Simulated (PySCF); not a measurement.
Gas-phase reaction: 2 GaH2Cl ⇌ GaHCl2 + H2 + GaH

Energies from PySCF, thermal terms from the rigid-rotor harmonic-oscillator model, ideal gas at 1 bar. † marks an energy on the PBE0/def2-TZVP geometry and frequencies; other levels use their own. CCSD(T) freezes the core. 6-31G* has spherical d functions here. All species are closed-shell singlets. Ga: all electrons, no relativistic terms. GaH2Cl, GaHCl2, GaH: computed as isolated molecules; such fragments, hydroxides, amides, oligomers or adducts are transient or little studied in the gas. CCSD(T) isn't extrapolated to the basis-set limit; its ΔH°(298 K) is 90.9 kJ in def2-SVP and 94.6 kJ in def2-TZVPP. The harmonic model lacks anharmonicity and excited electronic states, which grow with temperature; levels with a mode under 35 cm⁻¹ are left out.

```
level                ΔE electronic, kJ  ΔH°(298 K), kJ  ΔS°(298 K), J/K  ΔG°(1600 K), kJ
-------------------  -----------------  --------------  ---------------  ---------------
BLYP/def2-TZVP†                     67              60              101             -110
CCSD(T)/def2-TZVPP†                102              95              101              -75
HF/6-31G*                          104              97              101              -74
HF/def2-TZVP†                       96              88              101              -82
M06-2X/def2-TZVP†                   86              79              101              -91
PBE/def2-SVP                        99              92              102              -78
PBE/def2-TZVP†                      91              84              101              -86
r2SCAN/def2-TZVP†                  110             103              101              -67
LDA/def2-TZVP†                     128             121              101              -49
ωB97M-V/def2-TZVP†                  95              88              101              -82
ωB97X-V/def2-TZVP†                 110             103              101              -67
```
ΔH° is lowest at BLYP/def2-TZVP† and highest at LDA/def2-TZVP†. No reference value is set beside these.
